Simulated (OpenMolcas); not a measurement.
An OpenMolcas run meant for Pd V (ANO-R1, X2C; inactive shells 1s 2s 2p 3s 3p 3d 4s 4p; intended active space 6 electrons in 5 orbitals (4d)). One step of its input:

```
&CASPT2
Multistate=5 1 2 3 4 5
Frozen=8 6
IPEA=0.25
Imaginary=5.0
MaxIter=60
WThr=0.0 0.3 0.05
PrWF=0.5
NoMix
```

The run finished. Its levels beside those of a sound run (SS-CASPT2, IPEA 0.25 Eh, imaginary shift 0.1 Eh (closed shells correlated: 4s 4p)), in cm-1 above each run's lowest level:

| Level | This run | Usual run |
| --- | --- | --- |
| 4d6 5D4 | 0.0 | 0.0 |
| 4d6 5D3 | 2182 | 2193 |
| 4d6 5D2 | 3327 | 3306 |
| 4d6 5D1 | 4129 | 4107 |
| 4d6 5D0 | 4503 | 4477 |
| 4d6 3P2(1) | 20812 | 19559 |
| 4d6 3H6 | 21530 | 21244 |
| 4d6 3H5 | 21953 | 21601 |
| 4d6 3F3(1) | 24252 | 23435 |
| 4d6 3F2(1) | 25035 | 24133 |
| 4d6 3P1(1) | 26867 | 25621 |
| 4d6 3P0(1) | 27665 | 26396 |
| 4d6 3G5 | 27559 | 27027 |
| 4d6 3G4 | 29166 | 28532 |

**Question.** Which setting is unsound, and how much does it matter here?

**Answer.** The level shift is far above the usual 0.1 to 0.3 hartree and damps the second-order energy. Against the sound run the excited levels shown move by 570 cm-1 on average and by 1300 cm-1 at most.

CASPT2 breaks the degeneracy within a term, and the mean is taken; among the terms shown or strongly mixed into the levels shown the widest spread is 120 cm-1 (4d6 3F(1), the sound run). Some high roots are left out of the spin-orbit mixing, which shifts the levels that they would mix with. The basis is small and was not contracted for so high a charge. Only configurations of the active space appear.

A number in round brackets counts repeated terms of one configuration in the order of the reference energies.
